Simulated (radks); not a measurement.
Results of a calculation; reference values are marked as such.
Q: Ionisation of the sulfur ion S+, [Ne] 3s2 3p3, to [Ne] 3s2 3p2 as the strength of local exchange is varied. Level of theory: scalar-relativistic Kohn-Sham, Slater X-alpha exchange (alpha = 2/3 is LDA exchange), no correlation, spin-unpolarised, spherical densities, finite nucleus; Fermi nuclear charge, rms radius 3.2611 fm (a radial shooting solver on a logarithmic mesh with Libxc functionals).

| alpha | E(S+) (hartree) | exchange (hartree) | IE (eV) | -e of the level emptied (eV) | <r> of it (bohr) |
|---|---|---|---|---|---|
| 0.599 | -393.91484 | -20.27842 | 20.135 | 14.757 (3p) | 1.944 |
| 0.606 | -394.15193 | -20.52545 | 20.226 | 14.841 (3p) | 1.941 |
| 0.643 | -395.40704 | -21.83500 | 20.710 | 15.288 (3p) | 1.924 |
| 0.769 | -399.70553 | -26.34306 | 22.404 | 16.857 (3p) | 1.870 |
| 0.88 | -403.52342 | -30.37652 | 23.951 | 18.299 (3p) | 1.825 |
| 0.95 | -405.94609 | -32.95000 | 24.952 | 19.238 (3p) | 1.798 |
| 1.044 | -409.21761 | -36.44213 | 26.329 | 20.532 (3p) | 1.763 |
| ? | -396.22290 | -22.68790 | 21.028 | 15.581 (3p) | 1.914 |

Which alpha was used in the last row?

A: alpha = 0.667. NIST Atomic Spectra Database: 23.338 eV (measured). The Delta-SCF value meets it near alpha = 0.84. Spin polarisation and multiplet splitting are left out, so open shells lie too high by an amount that depends on their filling.

Beside tabulated values, note that spin-unpolarised runs miss the spin-polarisation part of the exchange energy of open shells.
